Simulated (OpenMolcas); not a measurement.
**d9 ions of charge +2 down a group on the Ca site of CaF2**

```
Program             : OpenMolcas
Method              : CASSCF
Spin-orbit coupling : state interaction with AMFI integrals over the reference wave functions
```

The d shell is active. Each dopant is a cluster with its nearest anions in model potentials and point charges, with no relaxation. Distances were set from a Shannon-type radius of the metal (high-spin where two are listed) plus a fixed donor radius (F 1.31 Å), in hosts weighted 0.65 to 0.35 with the host's distance in the model lattice. Ligand basis ANO-RCC-VDZP, DKH2 Hamiltonian. States (labels of O, the rotations of Oh). Energies in cm-1 above the lowest state or level, χT in cm3 K/mol; under a threefold ground state the first gap can be a small split of the lowest multiplet, not the spin-orbit step; 10Dq is the gap between the two states; 10Dq is negative for this site. Spin-only χT is S(S+1) / 2 for the spin of the ground state.

```csv
Ion,Shell,R (Å),Metal basis,Ground state,First state of that spin,10Dq,First gap with spin-orbit (degeneracies),χT at 300 K,Spin-only χT
Cu2+,3d9,2.238,ANO-RCC-VTZP,2T2,2E 2398,-2398,"815.7 (2, 4)",0.911,0.375
Ag2+,4d9,2.375,ANO-RCC-VTZP,2T2,2E 5035,-5035,"1718 (2, 4)",0.596,0.375
```

|10Dq| changes by a factor of 5035 / 2398 = 2.10 from Cu2+ to Ag2+.

χT departs most from the spin-only value for Cu2+, by +0.536 cm3 K/mol.

An orbital triplet at a regular site is open to Jahn-Teller coupling, which can distort the site and quench the lowest spin-orbit gaps and is left out. Ligand-to-metal charge-transfer states are missing. With metal d orbitals alone and no dynamic correlation 10Dq can be off by a tenth to a fifth, either way, in oxide and fluoride hosts (holds for Cu2+). With metal d orbitals alone the field can be off either way by tens of per cent (holds for Ag2+). No measured value stands beside these numbers; the geometry was set by hand and not optimised.
